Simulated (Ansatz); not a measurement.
CH$_{5}$GeNS, SMILES `S[CH]1[NH][GeH2]1`, relaxed with RKS PBE0-D4/def2-TZVP in the Gaussian-basis code of Ansatz from a PBE-D4/def2-SVP geometry. The force threshold is 0.005 eV/Å; the program also tests the step.

Charge 0, multiplicity 1.

Start:

```xyz
9

S     0.854    2.112   -0.232
C    -0.318    0.731   -0.068
N    -0.172   -0.401   -0.961
Ge   -0.028   -0.981    0.856
H     1.873    1.331   -0.688
H    -1.323    1.173    0.098
H    -1.014   -0.617   -1.512
H     1.370   -1.569    1.120
H    -1.242   -1.779    1.387
```

Q: How much energy does the relaxation release, and in how many steps? (Estimate.)

A: The calculation gave: 0.06 eV, in 10 steps, 2 of them rejected.

Q: Which bonds change most? (Estimate.)

A: The calculation gave: C2–Ge4 from 1.967 to 1.929 Å; N3–Ge4 from 1.912 to 1.875 Å; S1–C2 from 1.818 to 1.789 Å; S1–H5 from 1.363 to 1.342 Å.

Q: Give the relaxed structure. (An estimate is asked.)

A: The calculation gave: 
```xyz
9

S     0.827    2.072   -0.310
C    -0.317    0.715   -0.090
N    -0.225   -0.421   -0.998
Ge   -0.018   -0.981    0.779
H     1.927    1.318   -0.463
H    -1.303    1.150    0.084
H    -1.086   -0.620   -1.494
H     1.382   -1.516    1.058
H    -1.188   -1.716    1.433
```
